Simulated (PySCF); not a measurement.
# Correlation energy of Ne²⁺ (neon, charge +2)

[He] 2s2 2p3 3d1, high-spin 5D determinant (an excited configuration). Calculation: PySCF 2.14, in dyall-acv3z; scalar relativity by spin-free X2C-1e. Frozen: 1s2; 6 electrons correlated; the 18 highest virtual orbitals of each spin left out.

```tsv
level	correlation energy (mhartree)
CCSD	-135.96
(T)	-1.65
CCSD(T)	-137.61
```

Diagnostics: T1 = 0.0018, D1 = 0.0037, largest double amplitude 0.045.

Is a single reference adequate?

Yes: T1 lies below 0.03 and no double amplitude reaches 0.07.
